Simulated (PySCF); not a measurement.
Electron correlation in O⁺ (oxygen, charge +1)

[He] 2s2 2p2 3d1, one real determinant (an excited configuration). Computed with PySCF 2.14 in aug-cc-pVTZ with one added diffuse shell each of s, p, d, f type (6s5p4d3f, 62 functions), with no relativity, point nucleus. Frozen: 1s2; 5 electrons correlated.

| level | correlation energy (mhartree) |
| --- | --- |
| CCSD | -101.41 |
| (T) | -1.85 |
| CCSD(T) | -103.26 |

Diagnostics: T1 = 0.0082, D1 = 0.0229, largest double amplitude 0.120.

Is a single reference adequate?

Mostly. T1 lies below 0.03, but a double amplitude of this size points to a near-degeneracy that CCSD handles and MP2 describes poorly.

The reference is one real determinant that mixes LS terms of this configuration.
